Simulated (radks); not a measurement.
Valence configurations of the tantalum ion Ta+ (all share [Xe]). Method: scalar-relativistic Kohn-Sham, PBE, spin-polarised, spherical densities, finite nucleus; open shells are filled with parallel spins first (spin-orbit coupling, left out, can overturn this in heavy ions); Fermi nuclear charge, rms radius 5.3507 fm; computed with a radial shooting solver on a logarithmic mesh with Libxc functionals. Energies are relative to 4f14 5d3 6s1; eigenvalues in eV for spin up.

| valence | E (eV) | moment (Bohr magnetons) | e(4f) | e(5d) | e(6p) | e(6s) |
|---|---|---|---|---|---|---|
| 4f14 5d3 6s1 | 0.000 | 4 | -31.763 | -11.341 | - | -12.376 |
| 4f14 5d2.5 6s1.5 | 0.524 | 3 | -33.113 | -12.008 | - | -12.664 |
| 4f14 5d2 6s2 | 0.916 | 2 | -34.498 | -12.675 | - | -12.909 |
| 4f14 5d3 6s0.5 6p0.5 | 2.659 | 4 | -32.494 | -11.924 | -7.438 | -12.787 |
| 4f14 5d2 6s1 6p1 | 4.936 | 4 | -35.866 | -14.055 | -8.440 | -14.181 |
| 4f14 5d3 6p1 | 5.345 | 4 | -33.212 | -12.488 | -7.787 | - |
| 4f14 5d1 6s1 6p2 | 11.244 | 4 | -40.136 | -16.738 | -9.736 | -15.898 |
| 4f13.5 5d3 6s1 6p0.5 | 13.517 | 5 | -38.277 | -13.511 | -7.867 | -13.540 |
| 4f14 6s1 6p3 | 18.948 | 4 | -44.513 | - | -10.941 | -17.515 |
| 4f13.5 5d2 6s1 6p1.5 | 19.899 | 5 | -42.588 | -16.335 | -9.216 | -15.345 |

NIST lists [Xe] 4f14 5d3 6s1 as the ground configuration; this level of theory agrees among the configurations tried. The energies are those of spherical high-spin densities, not of single terms.
